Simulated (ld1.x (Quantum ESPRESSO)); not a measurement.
## Transferability test, PAW potential for O (Z = 8)

```
Element                 : oxygen
Generator               : ld1.x (Quantum ESPRESSO) 7.5
Type                    : PAW
Functional              : PBE
Relativity              : non-relativistic
Frozen core             : [He]
Valence charge          : 6
Reference configuration : 2s2 2p2.5 (charge +1.5)
Partial waves           : 2s (bound): rcut 0.70, rcutus 0.80 bohr; 2s channel at -2.3 Ry: rcut 0.70, rcutus 0.80 bohr; 2p (bound): rcut 1.75, rcutus 1.90 bohr; 2p channel at -1.75 Ry: rcut 1.75, rcutus 1.90 bohr; 3d channel at 0.1 Ry: rcut 1.35, rcutus 1.80 bohr; 3d channel at 1.55 Ry: rcut 1.35, rcutus 1.80 bohr
Local potential         : all-electron potential smoothed inside 0.70 bohr (lloc = -1)
Core correction         : a·sin(br)/r model core, default radius (ld1.x builds one for every PAW set, though the input has nlcc=.false.)
Augmentation charge     : PSQ, radius 0.50 bohr
```

Energies are relative to the spin-unpolarised reference configuration 2s2 2p2.5; without spin polarisation the order of configurations can differ from experiment.

(1) Give the all-electron excitation energy and the error of the potential for: 2s2 2p4; 2s2 2p3; 2s2 2p2; 2s2 2p3.5; 2s2 2p1; 2s0 2p6; 2s2 2p0.

Answers

(1)

| valence configuration | charge | ΔE all-electron (eV) | error AE − PS (meV) |
| --- | --- | --- | --- |
| 2s2 2p4 | 0 | -30.886 | -18 |
| 2s2 2p3 | +1 | -14.447 | -6.0 |
| 2s2 2p2 | +2 | 19.146 | -8.9 |
| 2s2 2p3.5 | +0.5 | -24.596 | -16 |
| 2s2 2p1 | +3 | 73.019 | -68 |
| 2s0 2p6 | 0 | -1.058 | -30 |
| 2s2 2p0 | +4 | 149.921 | -2.4 |
